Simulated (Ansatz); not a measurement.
The inner images of a band of F₃H₅O₃W (12 atoms, charge 0, multiplicity 1) are given out of order.

Method: Ansatz, RKS B3LYP-D4/def2-SVP.

Initial state:

```xyz
12
Properties=species:S:1:pos:R:3
W 0.097 -0.146 0.263
F 0.101 0.103 2.133
H 1.634 -0.770 0.646
F -0.636 1.667 0.195
F -1.730 -0.661 0.368
O 0.168 -2.035 -0.078
H -0.720 -2.396 -0.239
O 0.568 0.180 -1.523
H 0.734 1.068 -1.873
O 1.725 1.448 0.594
H 2.246 1.279 1.395
H 1.145 2.215 0.776
```

Final state:

```xyz
12
Properties=species:S:1:pos:R:3
W 0.279 0.343 -0.137
F 0.724 -0.113 2.733
H 1.697 -0.570 0.084
F -0.499 1.719 -1.214
F -1.069 0.729 1.194
O -0.414 -1.393 0.111
H 0.023 -2.177 -0.249
O 0.846 -0.142 -1.898
H 0.486 0.427 -2.598
O 1.429 1.591 0.652
H 1.991 1.371 1.412
H -0.162 0.169 2.568
```

Problem. Put them in order from the first end to the last, with their energies above the first end.
A.
```xyz
12
Properties=species:S:1:pos:R:3
W 0.085 0.122 0.103
F 0.371 -0.202 2.270
H 1.563 -0.606 0.506
F -0.453 1.578 -1.012
F -1.592 0.409 0.917
O -0.473 -1.651 -0.090
H 0.044 -2.329 -0.549
O 1.114 -0.142 -1.506
H 0.790 0.434 -2.219
O 1.056 1.597 1.183
H 1.925 1.957 0.960
H 0.901 0.786 2.095
```
B.
```xyz
12
Properties=species:S:1:pos:R:3
W 0.092 0.215 -0.029
F 0.437 -0.356 2.445
H 1.502 -0.651 0.368
F -0.882 0.951 -1.494
F -1.371 0.788 1.024
O -0.524 -1.534 -0.156
H -0.113 -2.390 0.020
O 1.396 0.362 -1.450
H 0.989 0.761 -2.238
O 1.056 1.555 0.996
H 1.987 1.714 0.782
H 0.762 0.538 2.390
```
C.
```xyz
12
Properties=species:S:1:pos:R:3
W 0.267 0.324 -0.028
F 0.509 -0.448 2.360
H 1.698 -0.571 0.200
F -0.918 1.120 -1.302
F -1.083 0.899 1.280
O -0.437 -1.405 -0.013
H -0.066 -2.245 0.286
O 1.250 0.259 -1.685
H 0.731 0.655 -2.406
O 1.358 1.646 0.723
H 2.320 1.653 0.819
H -0.297 0.067 2.424
```
D.
```xyz
12
Properties=species:S:1:pos:R:3
W -0.009 -0.105 0.282
F -0.144 0.405 2.110
H 1.477 -0.634 0.933
F -0.789 1.572 -0.210
F -1.818 -0.636 0.465
O 0.165 -1.972 -0.033
H -0.567 -2.412 -0.489
O 0.776 0.065 -1.439
H 0.762 0.952 -1.830
O 1.547 1.631 0.689
H 2.468 1.381 0.524
H 1.464 1.707 1.657
```
E.
```xyz
12
Properties=species:S:1:pos:R:3
W -0.109 -0.004 0.290
F -0.109 0.157 2.193
H 1.318 -0.786 0.820
F -0.595 1.542 -0.718
F -1.966 -0.084 0.644
O -0.468 -1.783 -0.193
H 0.247 -2.260 -0.642
O 1.159 -0.070 -1.204
H 0.863 0.531 -1.908
O 1.320 1.633 0.984
H 2.151 1.681 0.488
H 1.520 1.396 1.905
```

Solution. D (+20.7 kJ/mol), E (+35.8 kJ/mol), A (+109.7 kJ/mol), B (+75.1 kJ/mol), C (+63.4 kJ/mol).

Run time: 12 min on 4 threads of Arm Neoverse V2 (shared host), peak memory 0.43 GiB.
